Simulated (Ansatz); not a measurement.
Steps of a relaxation of CH$_{5}$AlFGa, SMILES `F[CH2][AlH][GaH2]` with RKS PBE0-D4/def2-TZVP.

```sh
$ ansatz run in.yaml --threads 4 --pin off --events-out ev --progress --plain --max-ram 10444MiB
```

```yaml
crystal:
  periodic: [false, false, false]
  atoms:
    - {symbol: F, position_ang: [-0.826690, 0.675100, -0.503400]}
    - {symbol: C, position_ang: [0.522430, 1.220410, -0.605640]}
    - {symbol: Al, position_ang: [1.277010, -0.415200, 0.400640]}
    - {symbol: Ga, position_ang: [-0.999150, -1.386260, 0.630570]}
    - {symbol: H, position_ang: [0.446950, 2.215110, -0.145300]}
    - {symbol: H, position_ang: [0.669810, 1.376790, -1.683170]}
    - {symbol: H, position_ang: [2.796120, -0.558990, 0.692290]}
    - {symbol: H, position_ang: [-1.796380, -2.194250, -0.511000]}
    - {symbol: H, position_ang: [-2.090100, -0.932710, 1.725010]}
basis:
  gaussian: {orbitals: def2-TZVP}
hamiltonian: {xc: pbe0, dispersion: d4}
relax: {f_tol: 0.005, max_steps: 150}
```

Positions (Å) and forces (eV/Å) along the path, 15 of 19 steps:

```xyz
9
step=1 energy=-62796.8085 eV
F    -0.827    0.675   -0.503   -0.541    0.438   -0.323
C     0.522    1.220   -0.606   -0.217   -0.580    0.287
Al    1.277   -0.415    0.401   -0.255    0.611   -0.365
Ga   -0.999   -1.386    0.631   -0.824    0.139   -0.181
H     0.447    2.215   -0.145    0.211   -0.235    0.065
H     0.670    1.377   -1.683    0.188   -0.161    0.212
H     2.796   -0.559    0.692    0.524   -0.117    0.135
H    -1.796   -2.194   -0.511    0.445    0.013    0.190
H    -2.090   -0.933    1.725    0.469   -0.108   -0.020
9
step=2 energy=-62796.9965 eV
F    -0.971    0.780   -0.581    0.657    0.230   -0.028
C     0.450    1.166   -0.586   -0.198    0.114   -0.097
Al    1.258   -0.403    0.393   -0.320    0.046   -0.071
Ga   -1.059   -1.298    0.574   -0.214   -0.216    0.091
H     0.491    2.157   -0.107   -0.103   -0.253   -0.048
H     0.714    1.317   -1.644   -0.143   -0.113    0.215
H     2.803   -0.573    0.700    0.098    0.067   -0.024
H    -1.687   -2.238   -0.556    0.086    0.184    0.196
H    -1.999   -0.907    1.806    0.138   -0.060   -0.235
9
step=3 energy=-62797.0181 eV
F    -0.948    0.783   -0.577    0.290    0.158   -0.044
C     0.463    1.167   -0.585   -0.233   -0.015   -0.028
Al    1.243   -0.407    0.393   -0.062    0.072   -0.049
Ga   -1.064   -1.313    0.582   -0.089   -0.112    0.053
H     0.495    2.152   -0.104    0.000   -0.106   -0.021
H     0.716    1.310   -1.643   -0.018   -0.042    0.101
H     2.798   -0.544    0.685    0.035    0.010   -0.001
H    -1.696   -2.231   -0.542    0.032    0.050    0.049
H    -2.007   -0.917    1.790    0.045   -0.014   -0.061
9
step=4 energy=-62797.0268 eV
F    -0.947    0.827   -0.599   -0.047    0.015   -0.010
C     0.449    1.168   -0.588    0.161    0.059   -0.023
Al    1.230   -0.401    0.384   -0.048    0.038    0.000
Ga   -1.062   -1.342    0.603   -0.014   -0.031    0.004
H     0.520    2.146   -0.098   -0.017   -0.043   -0.040
H     0.737    1.301   -1.637   -0.032    0.011    0.051
H     2.789   -0.526    0.674    0.004   -0.010   -0.002
H    -1.699   -2.235   -0.527   -0.003   -0.042   -0.028
H    -2.017   -0.939    1.789   -0.005    0.003    0.048
9
step=6 energy=-62797.0362 eV
F    -0.934    0.937   -0.650    0.038    0.020   -0.008
C     0.473    1.216   -0.611   -0.053   -0.029    0.017
Al    1.178   -0.375    0.370   -0.019    0.018   -0.015
Ga   -1.082   -1.407    0.634    0.021    0.028   -0.010
H     0.578    2.189   -0.122    0.010    0.012    0.014
H     0.789    1.341   -1.651    0.014   -0.004   -0.021
H     2.730   -0.549    0.679   -0.014   -0.011    0.005
H    -1.707   -2.325   -0.488   -0.001   -0.009    0.022
H    -2.025   -1.026    1.841    0.003   -0.025   -0.005
9
step=8 energy=-62797.0569 eV
F    -0.892    1.285   -0.825    0.263    0.079   -0.023
C     0.521    1.350   -0.679   -0.085    0.138   -0.052
Al    1.015   -0.301    0.312    0.003   -0.121    0.064
Ga   -1.127   -1.572    0.722    0.017    0.094   -0.036
H     0.755    2.298   -0.171   -0.076   -0.135   -0.003
H     0.954    1.440   -1.686   -0.096   -0.069    0.071
H     2.542   -0.609    0.687   -0.101    0.051   -0.039
H    -1.721   -2.583   -0.340    0.030   -0.007    0.035
H    -2.047   -1.307    1.981    0.045   -0.030   -0.017
9
step=9 energy=-62797.0502 eV rejected
F    -0.861    1.457   -0.910    0.384    0.039    0.004
C     0.543    1.404   -0.706    0.048    0.284   -0.078
Al    0.932   -0.274    0.297   -0.076   -0.008   -0.060
Ga   -1.191   -1.600    0.720    0.155   -0.168    0.168
H     0.843    2.334   -0.187   -0.178   -0.278   -0.059
H     1.034    1.467   -1.695   -0.217   -0.106    0.186
H     2.456   -0.607    0.682   -0.165    0.032   -0.025
H    -1.724   -2.727   -0.262    0.015    0.142    0.005
H    -2.032   -1.454    2.061    0.033    0.062   -0.141
9
step=10 energy=-62797.0648 eV
F    -0.865    1.365   -0.870   -0.144    0.059   -0.059
C     0.531    1.374   -0.692    0.179    0.112   -0.021
Al    0.968   -0.296    0.298    0.063   -0.002    0.025
Ga   -1.147   -1.595    0.730    0.016    0.011    0.005
H     0.788    2.310   -0.171   -0.027   -0.136   -0.004
H     0.989    1.454   -1.689   -0.046   -0.061    0.087
H     2.492   -0.604    0.682   -0.084    0.012   -0.022
H    -1.718   -2.643   -0.307    0.011    0.019    0.033
H    -2.038   -1.365    2.019    0.032   -0.015   -0.043
9
step=11 energy=-62797.0700 eV
F    -0.860    1.449   -0.917    0.196    0.028    0.008
C     0.538    1.397   -0.703   -0.079    0.080   -0.042
Al    0.926   -0.284    0.292    0.030    0.019   -0.025
Ga   -1.153   -1.621    0.742   -0.028   -0.012    0.021
H     0.823    2.316   -0.170   -0.052   -0.103   -0.020
H     1.023    1.459   -1.689   -0.064   -0.042    0.081
H     2.443   -0.608    0.678   -0.042    0.018   -0.011
H    -1.714   -2.693   -0.278    0.015    0.024    0.029
H    -2.026   -1.414    2.045    0.023   -0.013   -0.040
9
step=12 energy=-62797.0651 eV rejected
F    -0.860    1.498   -0.912    0.083    0.012   -0.015
C     0.531    1.398   -0.713    0.019   -0.071   -0.030
Al    0.919   -0.298    0.242   -0.066    0.043    0.234
Ga   -1.149   -1.630    0.741    0.010   -0.030   -0.071
H     0.853    2.289   -0.160   -0.015    0.013   -0.006
H     1.015    1.448   -1.696   -0.035    0.070   -0.047
H     2.414   -0.579    0.721    0.024   -0.012   -0.083
H    -1.713   -2.703   -0.270   -0.027   -0.030    0.004
H    -2.009   -1.424    2.047    0.007    0.005    0.015
9
step=13 energy=-62797.0724 eV
F    -0.853    1.476   -0.924    0.027    0.019   -0.011
C     0.537    1.400   -0.707   -0.001    0.016   -0.006
Al    0.915   -0.282    0.285    0.007    0.013   -0.009
Ga   -1.153   -1.630    0.741   -0.019   -0.011    0.011
H     0.835    2.308   -0.167   -0.009   -0.030   -0.009
H     1.026    1.453   -1.689   -0.015   -0.010    0.031
H     2.428   -0.596    0.684   -0.005    0.004   -0.007
H    -1.718   -2.704   -0.271    0.010    0.007    0.010
H    -2.017   -1.426    2.048    0.005   -0.007   -0.009
9
step=15 energy=-62797.0743 eV
F    -0.832    1.555   -0.976    0.000   -0.001    0.000
C     0.543    1.421   -0.717    0.002    0.010   -0.004
Al    0.873   -0.271    0.272   -0.011    0.002   -0.002
Ga   -1.168   -1.653    0.759    0.005   -0.014    0.007
H     0.860    2.312   -0.160    0.002   -0.003    0.001
H     1.065    1.463   -1.682    0.002   -0.001    0.002
H     2.384   -0.597    0.664    0.004    0.000   -0.001
H    -1.707   -2.754   -0.237   -0.001    0.003   -0.002
H    -2.019   -1.476    2.077   -0.003    0.004   -0.001
9
step=16 energy=-62797.0740 eV rejected
F    -0.822    1.589   -0.997   -0.022    0.003   -0.005
C     0.545    1.431   -0.721    0.000    0.008    0.003
Al    0.851   -0.263    0.267    0.019   -0.042    0.011
Ga   -1.168   -1.674    0.773   -0.019    0.045   -0.032
H     0.872    2.315   -0.158    0.005    0.008    0.005
H     1.081    1.466   -1.678    0.006   -0.002   -0.009
H     2.363   -0.599    0.652    0.003    0.008    0.002
H    -1.701   -2.775   -0.226    0.007   -0.013    0.011
H    -2.022   -1.491    2.087    0.002   -0.015    0.014
9
step=17 energy=-62797.0744 eV
F    -0.829    1.566   -0.983    0.000    0.003   -0.002
C     0.544    1.425   -0.718    0.000   -0.002    0.001
Al    0.866   -0.269    0.269    0.006    0.000    0.001
Ga   -1.168   -1.659    0.763   -0.006   -0.005    0.002
H     0.865    2.313   -0.159    0.000    0.002    0.001
H     1.071    1.464   -1.680    0.000    0.000   -0.001
H     2.378   -0.596    0.659   -0.003    0.000   -0.001
H    -1.705   -2.762   -0.232    0.002    0.001    0.001
H    -2.020   -1.481    2.080    0.002    0.000   -0.002
9
step=19 energy=-62797.0744 eV
F    -0.826    1.577   -0.990   -0.002    0.000   -0.001
C     0.545    1.428   -0.720    0.001    0.000    0.000
Al    0.860   -0.268    0.267    0.001    0.000   -0.001
Ga   -1.171   -1.664    0.765    0.000    0.000    0.000
H     0.868    2.314   -0.158    0.000    0.000    0.000
H     1.076    1.466   -1.680    0.000    0.000    0.001
H     2.372   -0.597    0.657    0.000   -0.001    0.001
H    -1.704   -2.770   -0.227    0.001    0.000    0.000
H    -2.020   -1.487    2.084    0.000    0.000    0.000
```

It took 57 s on 4 threads of an Arm Neoverse V1 on a shared host, with 0.47 GiB of host memory at the peak.
